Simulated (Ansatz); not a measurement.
Al₇As₇, 14 atoms. Hardware: 2 threads of AMD EPYC 7R13 on a shared host and a share (18 GiB) of an NVIDIA H100 80GB HBM3.

Correlated methods freeze 98 core orbitals; core or outer-core shells of As are correlated, in sets that lack core-valence functions. Single mean-field runs in def2-TZVP are fitted with def2-universal-jkfit.

Q: How many basis functions does each of these Ansatz runs have, and roughly what does it cost? PBE0-D4/def2-TZVP, charge -1 doublet at the geometry of the charge 0 singlet, energy; RPA@PBE/def2-SVP, charge 0 singlet, energy, from earlier orbitals; PBE0-D4/def2-TZVP, charge 0 singlet, energy, from earlier orbitals; PBE-D4/def2-SVP, charge 0 singlet, relaxation, 15 steps; PBE0-D4/def2-TZVP, charge 0 triplet at the geometry of the charge 0 singlet, energy; PBE-D4/def2-TZVP, charge 0 triplet at the geometry of the charge 0 singlet, energy, from earlier orbitals; PBE-D4/def2-TZVP, charge 0 singlet, energy and forces, from earlier orbitals; PBE-D4/def2-TZVP, charge -1 doublet at the geometry of the charge 0 singlet, energy, from earlier orbitals; r2SCANh-D4/def2-TZVP, charge 0 singlet, energy, from earlier orbitals; MP2/def2-SVP, charge 0 singlet, energy, from earlier orbitals; LC-ωPBE/def2-TZVP, charge 1 doublet at the geometry of the charge 0 singlet, energy, from earlier orbitals; r2SCAN-D4/def2-TZVP, charge 0 singlet, energy and forces, from earlier orbitals.

A: Other jobs shared the machine, so times can vary by a factor of up to 3. A dash marks memory too small to be measured apart from the calling script's.

```
                                                                                                       run  functions  fitting or Cholesky vectors  wall time  peak host memory (GiB)
                              PBE-D4/def2-TZVP, charge 0 singlet, energy and forces, from earlier orbitals        595                         2758        9 s                     1.1
                           r2SCAN-D4/def2-TZVP, charge 0 singlet, energy and forces, from earlier orbitals        595                         2758        9 s                     1.1
PBE-D4/def2-TZVP, charge -1 doublet at the geometry of the charge 0 singlet, energy, from earlier orbitals        595                         2758      9.5 s                     1.2
                                             MP2/def2-SVP, charge 0 singlet, energy, from earlier orbitals        350                         3315       12 s                       –
 PBE-D4/def2-TZVP, charge 0 triplet at the geometry of the charge 0 singlet, energy, from earlier orbitals        595                         2758       12 s                     1.2
                                         RPA@PBE/def2-SVP, charge 0 singlet, energy, from earlier orbitals        350                         3315       13 s                     1.8
                                     r2SCANh-D4/def2-TZVP, charge 0 singlet, energy, from earlier orbitals        595                         2758       13 s                       –
                      PBE0-D4/def2-TZVP, charge -1 doublet at the geometry of the charge 0 singlet, energy        595                         2758       13 s                     1.2
LC-ωPBE/def2-TZVP, charge 1 doublet at the geometry of the charge 0 singlet, energy, from earlier orbitals        595                         2758       18 s                     1.2
                                        PBE0-D4/def2-TZVP, charge 0 singlet, energy, from earlier orbitals        595                         2758       18 s                       –
                       PBE0-D4/def2-TZVP, charge 0 triplet at the geometry of the charge 0 singlet, energy        595                         2758       26 s                     1.2
                                                   PBE-D4/def2-SVP, charge 0 singlet, relaxation, 15 steps        350                         3892       59 s                       –
```
